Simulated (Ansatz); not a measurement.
Computed with Ansatz on PBE0-D4/def2-TZVP structures; ΔE is electronic, products minus reactants. CCSD(T)/CBS adds triple-zeta CCSD(T) − MP2 to the extrapolated MP2 energy (def2 sets, frozen cores). This one scheme is used for every species. Functionals use def2-TZVPP. B3LYP here is the variant with VWN-RPA as its local correlation; programs differ in this. Elements past krypton have def2 core potentials. For Zr outer-core shells are correlated without core-valence functions, which leaves a few kJ/mol of doubt a bond. One conformer a species, not always the lowest.

`CC(C)[O][Zr]([OH])([OH])[Cl]` + CH₃SH → `CSC(C)C` + `[OH][Zr]([OH])([OH])[Cl]`  (substitution at a C–O bond)

```
         level  ΔE (kJ/mol)
     r2SCAN-D4        -14.6
    r2SCAN0-D4        -16.1
        r2SCAN        -14.8
         B3LYP         -7.2
   HF/def2-SVP         12.0
  MP2/def2-SVP         -4.2
 HF/def2-TZVPP          0.1
MP2/def2-TZVPP        -19.3
```

Task: What does CCSD(T)/CBS give? (An estimate is asked.)

Result: Ansatz gave: -17.6 kJ/mol. The listed levels differ from it by 3.0, 1.5, 2.8, 10.4, 29.6, 13.4, 17.7, -1.7 kJ/mol.

Largest T1 diagnostic among the species: 0.016.

Leaving LDA and LC-ωPBE aside and taking each functional with its dispersion term where it has one, the values, not all of them listed here, spread over 11.7 kJ/mol, from revPBE-D4 to CAM-B3LYP-D4. LDA lies −3.4 kJ/mol from PBE without D4. The D4 term adds −4.1 kJ/mol with B3LYP and −1.5 kJ/mol with PBE0; it sums over pairs of atoms, weighted by their polarisabilities, and B3LYP, whose exchange is more repulsive, gets the larger term. In def2-TZVPP, CCSD(T) changes the Hartree–Fock value by −10.5 kJ/mol (the triples alone add −1.2 kJ/mol) and MP2 by −19.4 kJ/mol.
